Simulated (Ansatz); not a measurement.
Total energies of BBrCl (`Cl[B]Br`) radical.

Cartesian coordinates in Å:
```
Cl -1.1631 -1.0889 -0.0547
B -0.3510 0.4181 0.0559
Br 1.5140 0.6708 -0.0012
```

Charge 0, multiplicity 2. Correlated methods include outer-core shells of Br, which these sets cover unevenly. Scalar relativity is left out up to krypton. The geometry is a stationary point of PBE0-D4/def2-TZVP. Basis def2-TZVPP, Ansatz.

RPA on PBE orbitals: Hartree–Fock energy of these orbitals -3056.59429 Eh, correlation -0.84904 Eh (frozen core).

```tsv
functional	energy without D4 (Eh)	D4 term (kJ/mol)
PBE	-3058.61137	-7.6
r2SCAN	-3059.16675	-1.6
```

**Question.** Give the same for LDA (SPW92), revPBE, BLYP, B97M-V, PBE0, B3LYP, r2SCANh, r2SCAN0, HSE06 (plane-wave form), BHLYP, CAM-B3LYP, LC-ωPBE, ωB97X-V, ωB97M-V, B2PLYP, PBE-QIDH. (Best estimate.)

**Answer.** The calculation gave: 
```json
{"functional": "LDA (SPW92)", "energy without D4 (Eh)": "-3053.89914", "D4 term (kJ/mol)": "–"}
{"functional": "revPBE", "energy without D4 (Eh)": "-3058.91478", "D4 term (kJ/mol)": "-20.3"}
{"functional": "BLYP", "energy without D4 (Eh)": "-3059.23692", "D4 term (kJ/mol)": "-16.9"}
{"functional": "B97M-V", "energy without D4 (Eh)": "-3058.65206", "D4 term (kJ/mol)": "–"}
{"functional": "PBE0", "energy without D4 (Eh)": "-3058.74095", "D4 term (kJ/mol)": "-6.4"}
{"functional": "B3LYP", "energy without D4 (Eh)": "-3059.26775", "D4 term (kJ/mol)": "-12.8"}
{"functional": "r2SCANh", "energy without D4 (Eh)": "-3059.16388", "D4 term (kJ/mol)": "-1.7"}
{"functional": "r2SCAN0", "energy without D4 (Eh)": "-3059.16039", "D4 term (kJ/mol)": "-2.0"}
{"functional": "HSE06 (plane-wave form)", "energy without D4 (Eh)": "-3058.73617", "D4 term (kJ/mol)": "-6.1"}
{"functional": "BHLYP", "energy without D4 (Eh)": "-3059.20266", "D4 term (kJ/mol)": "-11.2"}
{"functional": "CAM-B3LYP", "energy without D4 (Eh)": "-3059.34249", "D4 term (kJ/mol)": "-6.7"}
{"functional": "LC-ωPBE", "energy without D4 (Eh)": "-3058.71508", "D4 term (kJ/mol)": "–"}
{"functional": "ωB97X-V", "energy without D4 (Eh)": "-3058.90871", "D4 term (kJ/mol)": "–"}
{"functional": "ωB97M-V", "energy without D4 (Eh)": "-3059.04438", "D4 term (kJ/mol)": "–"}
{"functional": "B2PLYP", "energy without D4 (Eh)": "-3058.68567", "D4 term (kJ/mol)": "–"}
{"functional": "PBE-QIDH", "energy without D4 (Eh)": "-3058.34182", "D4 term (kJ/mol)": "–"}
```

B3LYP takes the VWN-RPA correlation (the form of Gaussian; ORCA's B3LYP/G). HSE06 is the plane-wave form, built on full-range PBE exchange. The double hybrids freeze the cores in their second-order part.

LC-ωPBE has ω = 0.4 bohr⁻¹.
